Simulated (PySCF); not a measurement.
(E)-1-chloro-2-fluoroprop-1-ene (C₃H₄ClF), SMILES C/C(F)=C\Cl. Heavy atoms are numbered as in [CH3:1]/[C:2]([F:3])=[CH:4]\[Cl:5]. Hydrogens are named by the atom that carries them.

Geometry: PBE-D3(BJ)/def2-SVP.

These are r2SCAN/def2-TZVP (PySCF) values and carry that method's errors.

ESP charges are fitted to the potential on shells at 1.4 to 2.0 van der Waals radii. Atomic charges (e), one atom of each kind:

| atom | ESP fit | meta-Löwdin |
|---|---|---|
| C1 (CH3) | ? | -0.36 |
| C2 | 0.46 | 0.30 |
| F3 | ? | -0.26 |
| C4 (CH) | -0.47 | -0.20 |
| Cl5 | ? | -0.04 |
| H on C1 | 0.16 | 0.14 |
| H on C4 | 0.25 | 0.15 |

Task: Some entries are withheld; supply them. (Estimate from the structure and the level; the computed values follow.)

Result: 
- C1 (CH3), ESP fit: -0.50
- F3, ESP fit: -0.21
- Cl5, ESP fit: -0.02

Computed Mayer and Wiberg (Löwdin basis) orders of the bonds:
```json
[
 {"bond": "C1–C2", "Mayer": "1.00", "Wiberg": "1.31"},
 {"bond": "C2–F3", "Mayer": "1.00", "Wiberg": "1.68"},
 {"bond": "C2–C4", "Mayer": "1.82", "Wiberg": "1.99"},
 {"bond": "C4–Cl5", "Mayer": "1.07", "Wiberg": "1.72"}
]
```
